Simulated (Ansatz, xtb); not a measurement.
# Two isomers of C5H6F3N

We compare a, `[H]/N=C1/C[C@@H](F)[C@@H](F)[C@@H]1F`, a singlet, with b, `[H]/N=C(/C(=C)C)C(F)(F)F`, a singlet. Both are isolated molecules in the gas phase, relaxed with r2SCAN-D4/def2-SVP, each in the lowest conformer that the search found.

a (Å):

```xyz
15

C    -0.7551    0.9476    0.3735
C    -1.9668    0.6987    1.2538
C    -2.3053    2.0680    1.8372
C    -1.7234    3.0578    0.8260
C    -0.3868    2.4209    0.4920
F    -1.6025    2.2431    3.0240
F    -1.6182    4.3211    1.3403
F     0.1975    2.8866   -0.6608
N    -0.2279    0.0883   -0.3928
H     0.5382    0.5305   -0.9201
H    -2.7864    0.2860    0.6429
H    -1.7669   -0.0240    2.0604
H    -3.3730    2.2350    2.0514
H    -2.3513    3.0863   -0.0861
H     0.3065    2.5911    1.3378
```

b (Å):

| atom | x (Å) | y (Å) | z (Å) |
| --- | --- | --- | --- |
| C | -1.6501 | 2.1505 | -0.4189 |
| C | -1.0137 | 1.4733 | 0.5584 |
| C | 0.0977 | 2.0763 | 1.3655 |
| C | -1.3591 | 0.0795 | 0.9150 |
| C | -2.4835 | -0.6197 | 0.1424 |
| F | -3.6532 | 0.0253 | 0.2757 |
| F | -2.6659 | -1.8731 | 0.5915 |
| F | -2.2078 | -0.7026 | -1.1687 |
| N | -0.7246 | -0.5169 | 1.8501 |
| H | -2.4595 | 1.7211 | -1.0117 |
| H | -1.3614 | 3.1802 | -0.6489 |
| H | 1.0166 | 1.4777 | 1.2669 |
| H | 0.2992 | 3.1084 | 1.0481 |
| H | -0.1527 | 2.0659 | 2.4377 |
| H | -1.0816 | -1.4714 | 1.9738 |

Quicker runs give these differences E(b) − E(a): GFN2-xTB +16.7 kcal/mol; HF/STO-3G +25.1 kcal/mol (at GFN2-xTB geometries); r2SCAN-D4/def2-SVP//GFN2-xTB −7.0 kcal/mol.

Task: Which of the two would you expect CCSD(T)/def2-SVP + ΔMP2/def2-TZVPP electronic energies to favour?

Result: Structure b; the calculation gives E(b) − E(a) = −3.1 kcal/mol.

Level by level:

| level | geometry | E(b) − E(a) (kcal/mol) | departure from the last row (kcal/mol) | job, with rough time for the two |
| --- | --- | --- | --- | --- |
| GFN2-xTB | GFN2-xTB | +16.7 | +19.8 | optimisation, 0.11 s |
| HF/STO-3G | GFN2-xTB | +25.1 | +28.2 | single point, 0.4 s |
| r2SCAN-D4/def2-SVP//GFN2-xTB | GFN2-xTB | −7.0 | −3.9 | single point, 4.3 s |
| r2SCAN-D4/def2-SVP | r2SCAN-D4/def2-SVP | −6.2 | −3.0 | optimisation, 50 s |
| HF/def2-SVP | r2SCAN-D4/def2-SVP | −4.3 | −1.2 | part of the CCSD(T) run |
| MP2/def2-SVP | r2SCAN-D4/def2-SVP | −7.2 | −4.1 | part of the CCSD(T) run |
| CCSD(T)/def2-SVP | r2SCAN-D4/def2-SVP | −7.3 | −4.2 | single point |
| CCSD(T)/def2-SVP + ΔMP2/def2-TZVPP | r2SCAN-D4/def2-SVP | −3.1 |  | single point, 2.6 min |

As drawn, b has 1 C=C in place of 2 C–C. Structure a has a 5-membered ring, b no ring.

GFN2-xTB, HF/STO-3G put the two in the other order. The largest departure from CCSD(T)/def2-SVP + ΔMP2/def2-TZVPP is that of HF/STO-3G, 28.2 kcal/mol. The last row adds to CCSD(T) the change of the MP2 difference between the two basis sets, here +4.2 kcal/mol, a large step that makes the value less sure.

With thermal terms from frequencies at re-optimised GFN2-xTB minima (ideal gas, soft modes damped towards free rotors, one conformer each, 298.15 K, 1 atm): on the last row, ΔE + ΔZPE = −4.9, ΔH = −4.0, ΔG = −5.6 kcal/mol.

The correlated steps freeze 9 core orbitals. Mirror images aren't counted in ΔG. Codes used: Ansatz 0.2.0, xtb 6.7.1; the last row on 4 threads of Arm Neoverse V2 on a shared host.
